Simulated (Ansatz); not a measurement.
The multiplicity is imposed and other spin states were not computed.

Cartesian coordinates (Å):
```xyz
7

Au     0.0272     0.0402     0.0589
O      0.4057     2.4421     1.9943
C      0.2709     1.5523     1.2809
C     -0.2374    -1.5407    -1.2255
H     -0.5295    -2.4561    -0.6699
H      0.6985    -1.7588    -1.7810
H     -1.0337    -1.3182    -1.9660
```
Charge 0, spin multiplicity 1.

All values below come from frozen-core CCSD(T)/def2-TZVPP // PBE-D3(BJ)/def2-SVP run with Ansatz (an electronic-structure program).

| Quantity | Result |
|---|---|
| HF energy | -287.20409 Ha |
| MP2 correlation energy | -1.21237 Ha |

Question: Estimate the CCSD correlation energy, the (T) correction, the total energy and the T1 diagnostic.

Answer: 
The CCSD correlation energy is -1.16558 Ha and the (T) correction is -0.05251 Ha. The CCSD(T) total energy is -288.42218 Ha and the T1 diagnostic is 0.017.
